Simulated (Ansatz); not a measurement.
Species: C₄H₅SSi (charge -1, singlet). It need not be the lowest isomer of its formula. Whether it binds its extra electron was not tested at this geometry. 
Structure (B3LYP-D3(BJ)/def2-TZVP (Ansatz, a program for electronic structure) minimum search):
```
C
C 1 1.3839
H 2 1.0869 1 122.29
C 2 1.4222 3 123.70 1 -180.00
H 4 1.0882 2 120.77 3 0.00
C 4 1.3962 5 121.79 2 180.00
S 6 1.7261 4 104.69 5 -180.00
Si 1 1.8173 2 127.68 3 0.00
H 8 1.4944 1 111.37 2 0.00
H 8 1.4959 9 105.78 1 -125.09
H 8 1.4959 9 105.78 10 -109.82
```
Charge -1, spin multiplicity 1.

Total electronic energies in hartree. Cores are frozen in the correlated levels unless marked. No spin-orbit coupling. Non-relativistic. CBS marks a two-point X^-3 extrapolation of the correlation energy; Hartree-Fock from the larger set. [CCSD(T)-MP2]/basis is that difference in the basis named.

| level | program | energy (Eh) |
|---|---|---|
| HF/6-31G | Ansatz | -840.57887 |
| HF/cc-pV(Q+d)Z | Ansatz | -840.89114 |
| B97M-V/def2-TZVPD | Ansatz | -843.01128 |
| PBE0/def2-TZVPD | Ansatz | -842.72290 |
| r2SCAN0/def2-TZVPD | Ansatz | -843.00070 |
| HSE06/def2-TZVPD | Ansatz | -842.70037 |
| wB97M-V/def2-TZVPD | Ansatz | -843.06545 |
| wB97X-V/def2-TZVPD | Ansatz | -843.01915 |
| MP2/6-31G* | Ansatz | -841.45598 |
| SCS-MP2/STO-3G | Ansatz | -831.38437 |
| SCS-MP2/cc-pV(T+d)Z | Ansatz | -841.80690 |
| CCSD/cc-pwCVTZ | Ansatz | -841.86708 |
| CCSD(T)/cc-pV(D+d)Z | Ansatz | -841.65682 |
| RI-MP2/CBS(aug-cc-pV(T+d)Z,aug-cc-pV(Q+d)Z)+[CCSD(T)-MP2]/aug-cc-pV(T+d)Z | Ansatz | -842.0476 |
| CCSD(T)/CBS(aug-cc-pV(T+d)Z,aug-cc-pV(Q+d)Z) | Ansatz | -842.0340 |

Totals of different functionals don't rank their quality; only differences between species are comparable.
